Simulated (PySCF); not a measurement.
# Relaxation of singlet HfH₅⁻

All numbers come from PBE0 in PySCF with Hf def2-TZVPD with ECP60, H def2-TZVPD; scalar-relativistic core potentials, no spin–orbit coupling; density-fitted integrals. A (50,194) grid was used.

A hand-made trigonal bipyramidal start, of D3h symmetry, held to at least that symmetry:

```xyz
6
charge -1 multiplicity 1, angstrom
Hf    0.0000    0.0000    0.0000
H     0.0000    0.0000    1.8400
H     0.0000    0.0000   -1.8400
H     1.8400    0.0000    0.0000
H    -0.9200    1.5935    0.0000
H    -0.9200   -1.5935    0.0000
```

Task: What does it relax to?

Result: It ends at D3h with Hf–H 1.896 Å (×3), Hf–H 1.977 Å (×2); H–Hf–H 90.0° (×6), H–Hf–H 120.0° (×3), H–Hf–H 180.0°. A frequency run shows 2 imaginary modes (one degenerate set), down to 284i cm⁻¹, so it is a higher-order saddle point.

Task: How much energy is released, and in how many steps?

Result: 23.6 kJ/mol in 5 steps.

With an element this heavy the missing spin–orbit coupling can shift these numbers.

The relaxation took roughly 40 core-seconds on a shared host.
